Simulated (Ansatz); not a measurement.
`BCC1CC=N1` from Hartree–Fock to CCSD(T)

```tsv
atom	x (Å)	y (Å)	z (Å)
B1	-2.045	1.088	0.187
C2	-0.879	0.401	-0.578
C3	0.414	0.264	0.188
C4	1.552	-0.612	-0.402
C5	1.257	-1.403	0.831
N6	0.312	-0.697	1.325
H7	-1.822	1.844	1.089
H8	-3.178	0.933	-0.168
H9	-0.724	1.074	-1.443
H10	-1.176	-0.557	-1.019
H11	0.754	1.241	0.547
H12	2.544	-0.158	-0.468
H13	1.318	-1.103	-1.350
H14	1.672	-2.315	1.262
```

The species carries charge 0 and has multiplicity 1. The structure was optimised at the PBE0-D4/def2-TZVP level. It is one conformer, not always the lowest. Frozen core, restricted reference, the Gaussian-basis code of Ansatz. CBS rows extrapolate triple and quadruple zeta; past MP2 they add the triple-zeta difference.

| basis | HF (Eh) | MP2 corr. |
| --- | --- | --- |
| def2-TZVPP | -235.27225 | -0.95884 |
| def2-QZVPP | -235.28293 | -1.02002 |

**Question.** Estimate the CCSD correlation energy and the (T) correction in each basis where they were run (hartree).

**Answer.** 
```
     basis  CCSD corr.       (T)
def2-TZVPP    -1.00595  -0.04518
 CBS(def2)    -1.11245     as TZ
```
